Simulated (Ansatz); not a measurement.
Species: PbCl₂, charge 0, singlet. PbCl2 (SMILES [Pb]([Cl])[Cl]).
B3LYP-D3(BJ)/def2-TZVP minimum from Ansatz (a program for electronic structure):
```xyz
3

Pb     0.0029     0.0033     0.4695
Cl     1.2364     1.4242    -1.1502
Cl    -1.2503    -1.4401    -1.1147
```
Charge 0, spin multiplicity 1.

Property: atomisation energy (electronic, to ground-state atoms), in kcal/mol. UHF or UKS for unpaired electrons; spin-orbit terms are left out. Correlated methods leave the cores frozen (noble-gas shells, and filled d and f shells in the p block). Past Kr the def2 sets carry scalar-relativistic core potentials. CBS(X,Y): correlation extrapolated as X^-3, Hartree-Fock from the larger set. A bracket is a step between two methods taken in the basis named. Spin-orbit terms, left out, reach several kcal/mol for Br and I, and more for heavier atoms.

CCSD(T)/CBS(def2-TZVPP,def2-QZVPP) + [CCSDT(Q) - CCSD(T)]/def2-TZVPP + [CCSDTQ - CCSDT(Q)]/def2-SVP (Ansatz) gives 179.6 kcal/mol.

Task: How far off this value is PBE/def2-TZVPD (Ansatz), in which direction, and how far these levels: B3LYP/def2-TZVPD, PBE0/def2-TZVPD, wB97M-V/def2-TZVPD, B2PLYP/def2-TZVPD, CCSD(T)/CBS(def2-TZVPP,def2-QZVPP)?

Result: PBE gives 186.9 kcal/mol, 7.3 kcal/mol above it. Differences of the others: B3LYP/def2-TZVPD (Ansatz) -4.0; PBE0/def2-TZVPD (Ansatz) -0.8; wB97M-V/def2-TZVPD (Ansatz) -0.4; B2PLYP/def2-TZVPD (Ansatz) -3.8; CCSD(T)/CBS(def2-TZVPP,def2-QZVPP) (Ansatz) -0.1 kcal/mol.
